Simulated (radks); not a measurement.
Results of a calculation; reference values are marked as such.
Sb, 51 electrons, occupied as [Kr] 4d8 5s2 5p5 (not the ground configuration). Code: a radial shooting solver on a logarithmic mesh with Libxc functionals. Model: Dirac Kohn-Sham, PBE, spin-unpolarised, spherical densities, finite nucleus; open shells fill j = l - 1/2 first; Fermi nuclear charge, rms radius 4.6802 fm. Some entries of the table are withheld. Estimate them.

| orbital | occ. | eigenvalue (hartree) | r(max) (bohr) | <1/r> (bohr^-1) |
|---|---|---|---|---|
| 1s1/2 | 2 | -1113.480 | 0.01835 | 54.32 |
| 2s1/2 | 2 | -169.9363 | 0.1038 | 12.62 |
| 2p1/2 | 2 | -159.0231 | 0.07984 | 12.61 |
| 2p3/2 | 4 | -149.7702 | 0.08445 | 11.70 |
| 3s1/2 | 2 | -33.80400 | 0.3001 | 4.478 |
| 3p1/2 | 2 | -29.34483 | 0.2864 | (1) |
| 3p3/2 | 4 | -27.63592 | 0.2968 | (2) |
| 3d3/2 | 4 | -19.76695 | 0.2425 | 4.015 |
| 3d5/2 | 6 | -19.41158 | 0.2454 | 3.957 |
| 4s1/2 | 2 | -5.98118 | 0.7203 | 1.788 |
| 4p1/2 | 2 | -4.45713 | 0.7419 | 1.679 |
| 4p3/2 | 4 | -4.13083 | 0.7655 | 1.610 |
| 4d3/2 | 4 | (3) | (4) | 1.360 |
| 4d5/2 | 4 | (5) | (6) | 1.343 |
| 5s1/2 | 2 | -0.60334 | 1.791 | 0.6374 |
| 5p1/2 | 2 | -0.27542 | 2.064 | (7) |
| 5p3/2 | 3 | -0.24356 | 2.147 | (8) |

Answer. 
(1) 3p1/2 <1/r> (bohr^-1): 4.387
(2) 3p3/2 <1/r> (bohr^-1): 4.165
(3) 4d3/2 eigenvalue (hartree): -1.69278
(4) 4d3/2 r(max) (bohr): 0.8268
(5) 4d5/2 eigenvalue (hartree): -1.64266
(6) 4d5/2 r(max) (bohr): 0.8352
(7) 5p1/2 <1/r> (bohr^-1): 0.5230
(8) 5p3/2 <1/r> (bohr^-1): 0.4978
